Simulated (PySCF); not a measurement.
Stretching GaP

Set-up: PySCF, no relativity, basis sets Ga def2-TZVPP, P def2-TZVPP. Energies in eV from Ga + P in their ground configurations at the same level. State: ³Σ⁻ (triplet), unpaired electrons π ↑↑.

All columns are B97-3. A positive dipole means Ga(−)P(+).

| R (Å) | E (eV) | μ (D) | Mulliken charge on Ga (basis-dependent) | HOMO (eV) | LUMO (eV) | Mayer bond order | ⟨S²⟩ |
| --- | --- | --- | --- | --- | --- | --- | --- |
| 2.117 | -1.538 | 0.24 | 0.07 | -5.43 | -4.30 | 1.23 | 2.01 |
| 2.216 | -1.907 | -0.25 | 0.14 | -5.49 | -4.06 | 1.18 | 2.01 |
| 2.314 | -2.118 | -0.74 | 0.20 | -5.52 | -3.84 | 1.13 | 2.01 |
| 2.388 | -2.199 | -1.10 | 0.24 | -5.53 | -3.68 | 1.10 | 2.01 |
| 2.462 | -2.231 | -1.47 | 0.27 | -5.52 | -3.54 | 1.07 | 2.01 |
| 2.536 | -2.224 | -1.82 | 0.30 | -5.49 | -3.40 | 1.05 | 2.01 |
| 2.634 | -2.171 | -2.28 | 0.32 | -5.44 | -3.23 | 1.02 | 2.01 |
| 2.757 | -2.055 | -2.83 | 0.34 | -5.36 | -3.05 | 1.00 | 2.01 |
| 2.905 | -1.872 | -3.44 | 0.35 | -5.23 | -2.86 | 0.97 | 2.01 |
| 3.102 | -1.593 | -4.16 | 0.35 | -5.04 | -2.67 | 0.94 | 2.02 |

A fit through these points gives, at Re = 2.484 Å, μ = -1.57 D and dμ/dR = -4.82 D/Å; the reduced mass is 21.37 u.

Q: How strong is the fundamental in the double-harmonic approximation, I = 42.26·(dμ/dR)²/μred km/mol?

A: I = 42.26·(-4.82)²/21.37 = 45.9 km/mol at B97-3.

Spin–orbit coupling is left out. The state was picked by a PBE0 search and need not be the measured ground state.
